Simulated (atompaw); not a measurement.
## u(r) = r·R(r): atom against pseudo-atom (Pd (Z = 46))

Columns: radius, all-electron u(r) and pseudo u(r) of the 5p shell (level -0.36 eV) of palladium in the configuration [Ar] 3d10 4s2 4p6 4d10 5s0 5p0; LDA (PW92), scalar-relativistic, PAW (atompaw) scheme, atompaw 4.2.0.5.

```tsv
r (bohr)	all-electron	pseudo
0.085	-0.0508	-0.0002
0.169	0.0280	-0.0007
0.254	0.0805	-0.0014
0.338	0.0672	-0.0022
0.423	0.0168	-0.0028
0.508	-0.0409	-0.0031
0.592	-0.0884	-0.0027
0.677	-0.1200	-0.0013
0.762	-0.1345	0.0012
0.846	-0.1342	0.0052
0.931	-0.1222	0.0108
1.015	-0.1022	0.0183
1.100	-0.0764	0.0277
1.185	-0.0473	0.0392
1.269	-0.0167	0.0525
1.354	0.0146	0.0679
1.438	0.0453	0.0847
1.523	0.0755	0.1032
1.608	0.1044	0.1229
1.692	0.1316	0.1431
1.777	0.1576	0.1641
1.862	0.1820	0.1852
1.946	0.2045	0.2058
2.031	0.2257	0.2261
2.115	0.2452	0.2452
2.200	0.2634	0.2634
```

(1) How many radial nodes do the two functions have?

(2) Is the pseudo-wave norm-conserving?

## Answers

(1) The all-electron 5p function has n − l − 1 = 3; the pseudo-wave has 1, since 1 lower shell of the same l stays in the valence.

(2) No, it belongs to a PAW set: the norm inside the radius is not constrained, and the difference is carried by the augmentation charge.
